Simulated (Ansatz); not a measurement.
`C[Te]C(F)(F)F`. The species carries charge 0 and has multiplicity 1. Te takes the def2 core potential. The geometry is a stationary point of PBE0-D4/def2-TZVP.

```xyz
9

C     1.244    0.465   -0.858
Te    0.891    0.108    1.216
C    -1.174   -0.444    0.856
F    -1.877    0.546    0.298
F    -1.760   -0.757    2.014
F    -1.285   -1.500    0.044
H     2.285    0.776   -0.945
H     0.591    1.260   -1.207
H     1.085   -0.454   -1.417
```

Q: What is the dipole moment at B3LYP/def2-TZVPP? (Estimate.)

A: Computed: 2.31 D, with components (1.99, 0.69, -0.96) D in this frame, pointing from negative to positive charge.

Q: And with PBE, r2SCAN, ωB97M-V? (Estimate.)

A: The calculation gave: PBE 2.06 D, r2SCAN 2.17 D, ωB97M-V 2.34 D.

Q: Give the Mulliken charges with B3LYP, r2SCAN, PBE in def2-TZVPP. (An estimate is asked.)

A: Computed: 
```
atom  B3LYP  r2SCAN    PBE
  C1  -0.49   -0.37  -0.47
 Te2   0.15    0.10   0.09
  C3   0.40    0.40   0.30
  F4  -0.17   -0.16  -0.12
  F5  -0.17   -0.16  -0.12
  F6  -0.17   -0.16  -0.12
  H7   0.14    0.11   0.14
  H8   0.16    0.13   0.15
  H9   0.16    0.13   0.15
```

B3LYP here is the variant with VWN-RPA as its local correlation; programs differ in this.
